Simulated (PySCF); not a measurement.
From one molecule to another.

First species: protonated nitrous oxide, HN2O (charge +1).
SMILES: `N=[N+]=O`

Second species: C7H9N.
InChI=1S/C7H9N/c1-2-7-3-5-8-6-4-7/h3-6H,2H2,1H3

Levels: wB97X-D/def2-SVPD for HOMO energy, LUMO energy, HOMO–LUMO gap, static isotropic polarisability and electronic spatial extent ⟨r²⟩ about the centre of nuclear charge; TDDFT wB97X-D/def2-SVPD for lowest singlet excitation; TDA wB97X-D/def2-SVPD for lowest triplet excitation (Tamm–Dancoff); ΔSCF wB97X-D/def2-SVPD for vertical ionisation energy; PBE0-D3(BJ)/def2-SVP for smallest rotational constant. Geometries: PBE0-D3(BJ)/def2-SVP. Each species is one conformer at its optimised geometry, gas phase, non-relativistic unless stated. Electronic properties by PySCF.

Dipoles, sizes and rotational constants follow the conformer. The torsions of the flexible species, by atom-mapped SMILES:
- `[CH3:1][CH2:2][c:3]1[cH:4][cH:5][n:6][cH:7][cH:8]1`: C1–C2–C3–C4 89°

```json
{"property": "HOMO energy", "column X": "-20.22 eV", "column Y": "-9.24 eV"}
{"property": "LUMO energy", "column X": "-6.98 eV", "column Y": "1.00 eV"}
{"property": "HOMO–LUMO gap", "column X": "13.24 eV", "column Y": "10.24 eV"}
{"property": "lowest singlet excitation", "column X": "6.50 eV", "column Y": "5.12 eV"}
{"property": "lowest triplet excitation (Tamm–Dancoff)", "column X": "5.42 eV", "column Y": "4.35 eV"}
{"property": "static isotropic polarisability", "column X": "17.0 au", "column Y": "87.1 au"}
{"property": "vertical ionisation energy", "column X": "21.47 eV", "column Y": "9.36 eV"}
{"property": "electronic spatial extent ⟨r²⟩ about the centre of nuclear charge", "column X": "108 bohr²", "column Y": "1011 bohr²"}
{"property": "smallest rotational constant", "column X": "11.823 GHz", "column Y": "1.231 GHz"}
```

Q: Which column belongs to which species?

A: Column X is the first species and column Y the second. The first has 4 atoms and 22 electrons, the second 17 and 58; their charges are +1 and 0, their HOMO energies -20.22 eV and -9.24 eV.

Q: How does each property change from the first species to the second?

A: HOMO energy +10.98 eV; LUMO energy +7.98 eV; HOMO–LUMO gap -3.00 eV; lowest singlet excitation -1.38 eV; lowest triplet excitation (Tamm–Dancoff) -1.07 eV; static isotropic polarisability +70.1 au; vertical ionisation energy -12.11 eV; electronic spatial extent ⟨r²⟩ about the centre of nuclear charge +903 bohr²; smallest rotational constant -10.592 GHz.

On the first: The 10 singlets span 6.50 to 13.35 eV, and their oscillator strengths add up to 1.17. S1 lies 6.74 eV below the HOMO–LUMO gap.

On the second: No computed singlet falls in the visible range (750 to 380 nm, 1.65 to 3.26 eV); S1 lies 1.86 eV above its blue end. S1 lies 5.12 eV below the HOMO–LUMO gap; its leading configuration is HOMO→LUMO, weight 0.96.
